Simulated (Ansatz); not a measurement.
A nudged elastic band was laid between two geometries of AlH4NO2 + H2 (10 atoms, charge 0, multiplicity 1).

The calculation used Ansatz, RKS r2SCANh/def2-SVP.

| Quantity | Value |
| --- | --- |
| movable images | 6 |
| climbing image | no |
| spring | 5.0 eV/Å² |
| optimiser | quadratic models (default) |
| start path | through a guess of the saddle point |
| force threshold | 0.05 eV/Å |
| iteration limit | 60 |
| end points | relaxed |

First end point:

```xyz
10
Properties=species:S:1:pos:R:3
Al -0.361 -0.299 -0.137
N -0.345 1.388 -0.670
O 0.438 -1.562 -0.949
O -1.361 -0.687 1.180
H 1.440 0.537 1.136
H 1.540 -0.160 1.426
H -0.913 2.110 -0.242
H 0.162 1.774 -1.455
H 0.926 -1.522 -1.770
H -1.526 -1.580 1.480
```

Last end point:

```xyz
10
Properties=species:S:1:pos:R:3
Al 0.221 -0.600 0.296
N 0.112 1.361 -0.163
O 0.494 -1.066 -1.353
O -1.397 -0.642 0.921
H 0.784 1.986 0.277
H 1.420 -0.815 1.334
H -0.831 1.659 0.089
H 0.218 1.420 -1.176
H 0.758 -1.939 -1.642
H -1.778 -1.366 1.416
```

Problem. What changes between the two ends?

Solution. Bonds broken: H5–H6. Bonds formed: Al1–H6, N2–H5. AlH4NO2 + H2 becomes AlH6NO2.

Problem. What energy profile does the band end with?

Solution. The forces met the threshold. The highest image is number 4 of 0 to 7, 0.56 eV above the first end and 1.30 eV above the last; the last end lies 0.74 eV below the first. Beside the main top the profile has a ripple of under 15 meV (maxima at images 1, 4), which may be a very shallow well or noise. No image climbed, so the highest image needn't sit at the top of the path. The orbitals stay closed-shell, which can raise the energy where a bond breaks towards radicals; this wasn't checked here.

| image | path coordinate (Å) | energy (eV) | H5–H6 (Å) | Al1–H6 (Å) | N2–H5 (Å) |
| --- | --- | --- | --- | --- | --- |
| 0 | 0.00 | 0.00 | 0.76 | 2.46 | 2.68 |
| 1 | 0.67 | 0.03 | 0.76 | 2.31 | 2.64 |
| 2 | 1.35 | 0.01 | 0.76 | 2.51 | 2.74 |
| 3 | 2.03 | 0.07 | 0.77 | 2.28 | 2.21 |
| 4 | 2.70 | 0.56 | 0.92 | 1.86 | 1.52 |
| 5 | 3.37 | -0.23 | 1.70 | 1.64 | 1.05 |
| 6 | 4.05 | -0.65 | 2.46 | 1.60 | 1.02 |
| 7 | 4.72 | -0.74 | 3.06 | 1.60 | 1.02 |

Problem. What is the geometry of the highest image?

Solution. 
```xyz
10
Properties=species:S:1:pos:R:3
Al -0.087 -0.375 0.012
N -0.065 1.446 -0.318
O 0.546 -1.290 -1.273
O -1.306 -0.849 1.100
H 1.006 0.931 0.630
H 1.347 0.185 1.053
H -0.745 2.076 0.095
H 0.292 1.827 -1.188
H 0.667 -2.230 -1.391
H -1.655 -1.721 1.279
```

Run time: 6 min on 2 threads of Intel(R) Xeon(R) Platinum 8259CL CPU @ 2.50GHz (Skylake/Cascade Lake), on a shared host, peak memory 0.23 GiB.
